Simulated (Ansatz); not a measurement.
Sn₂Ge₂ (the lowest singlet isomer of a short search) was relaxed with PBE0-D4 (def2-SVP) in Ansatz in these states: neutral quintet, neutral singlet, neutral triplet. The geometries follow in no particular order.

In the def2 sets Sn takes a core potential; there is no spin–orbit coupling.

A:

```xyz
4

Ge   -0.294   -0.835   -0.880
Ge   -0.020    1.405   -1.668
Sn    0.364    1.122    0.990
Sn   -0.050   -1.692    1.558
```

B:

```xyz
4

Ge    0.274   -0.267    1.292
Ge    0.739   -1.921   -0.322
Sn   -0.266    0.166   -1.547
Sn   -0.747    2.022    0.577
```

C:

Cartesian coordinates in Å:
```
Ge 0.246 -0.280 1.542
Ge 1.894 -0.575 -0.273
Sn -0.016 0.837 -1.555
Sn -2.124 0.018 0.286
```

Problem. Judge from the bond lengths which geometry belongs to which state (an estimate).

Solution. A is the neutral singlet (Ge1–Sn3 2.786 Å, Ge1–Ge2 2.389 Å, Ge1–Sn4 2.596 Å); B is the neutral triplet (Ge1–Sn3 2.922 Å, Ge1–Ge2 2.357 Å, Ge1–Sn4 2.605 Å); C is the neutral quintet (Ge1–Sn3 3.302 Å, Ge1–Ge2 2.470 Å, Ge1–Sn4 2.698 Å).
